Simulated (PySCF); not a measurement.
## Shifts of the heteroatoms

Numbering as in the mapped SMILES `[CH3:1][O:2][C:3](=[O:4])[C@H:5]([F:6])[C:7]#[N:8]`. Hydrogens are named by the atom that carries them.

Rapidly exchanging positions averaged, no relativistic terms, single conformer, isolated molecule. GIAO PBE0/pcSseg-1 shieldings; GFN2-xTB structure; PySCF.

**Question.** Where does ¹⁹F resonate?

**Answer.** 
```tsv
atoms	environment	σ (ppm)	δ (ppm)
F6	fluorine on an sp3 carbon	393.7	-194.6
```

Shieldings were converted by a linear fit to measured shifts: ¹⁹F (scatter 6.0 ppm rms, 7.0 ppm with the 5 outliers that the fit left out vs CFCl3, solution or neat liquid, with a term for F on sp3 carbon). Occasional misses reach two or three times the rms, and more in compound classes unlike the fitted ones.

On a 600 MHz spectrometer ¹⁹F resonates near 564.6 MHz, so 1 ppm is 564.6 Hz.

**Question.** Predict the ¹⁵N NMR data.

**Answer.** 
| atoms | environment | σ (ppm) | δ (ppm) |
| --- | --- | --- | --- |
| N8 | nitrile nitrogen | -52.1 | -100.1 |

Shieldings were converted by a linear fit to measured shifts: ¹⁵N (scatter 6.3 ppm rms vs CH3NO2, solution or neat liquid). Occasional misses reach two or three times the rms, and more in compound classes unlike the fitted ones.

On a 600 MHz spectrometer ¹⁵N resonates near 60.8 MHz, so 1 ppm is 60.8 Hz.

**Question.** What are the ¹⁷O shifts?

**Answer.** 
```
atoms            environment  σ (ppm)  δ (ppm)
   O4  ester carbonyl oxygen    -96.7    354.8
   O2    ester alkoxy oxygen    146.6    133.2
```

Shieldings were converted by a linear fit to measured shifts: ¹⁷O: δ = 266.70 − 0.911σ (rms 10.7 ppm, 155 shifts, 12.2 ppm with the 3 outliers that the fit left out vs liquid water, solution or neat liquid). Occasional misses reach two or three times the rms, and more in compound classes unlike the fitted ones.

On a 600 MHz spectrometer ¹⁷O resonates near 81.3 MHz, so 1 ppm is 81.3 Hz.
